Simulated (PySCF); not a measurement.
Atom-mapped SMILES (the numbers label the heavy atoms): `[CH2:1]=[CH:2]/[CH:3]=[CH:4]\[CH2:5][C:6]([F:7])([F:8])[F:9]` (H(Xn): hydrogen on atom n). Ha(C1) is cis to C3; Hb(C1) is trans to C3.

GIAO PBE0/pcSseg-1 shifts (PySCF 2.14, gas phase, non-relativistic, equivalent atoms averaged), each against references optimised in the same way as the molecule (TMS, CFCl3).

On the GFN2-xTB geometry: C3 143.3, C2 138.4, C6 135.0, C1 128.9, C4 128.0, C5 38.0, F7/F8/F9 -81.5, H(C2) 6.93, H(C3) 6.54, H(C4) 5.79, Ha(C1) 5.71, Hb(C1) 5.66, H(C5) 3.06 ppm.

**Question.** What changes on the PBE0-D3(BJ)/def2-SVP geometry?

**Answer.** 
| atoms | δ (ppm) | change |
| --- | --- | --- |
| C3 | 143.5 | +0.2 |
| C2 | 138.3 | -0.1 |
| C6 | 130.4 | -4.6 |
| C1 | 128.9 | +0.0 |
| C4 | 127.6 | -0.4 |
| C5 | 35.8 | -2.2 |
| F7/F8/F9 | -79.6 | +1.9 |
| H(C2) | 6.79 | -0.14 |
| H(C3) | 6.39 | -0.15 |
| H(C4) | 5.61 | -0.18 |
| Ha(C1) | 5.62 | -0.09 |
| Hb(C1) | 5.59 | -0.07 |
| H(C5) | 2.76 | -0.30 |

Unscaled 19F shifts against computed CFCl3 carry errors that often reach 10 to 50 ppm.

Bonds between heavy atoms that differ most (equivalent bonds averaged): C1–C2 1.329 → 1.341 Å, C3–C4 1.333 → 1.344 Å, C5–C6 1.518 → 1.511 Å, C2–C3 1.446 → 1.453 Å, C4–C5 1.500 → 1.494 Å. Mean change of bonds to hydrogen: C–H +0.013 Å.
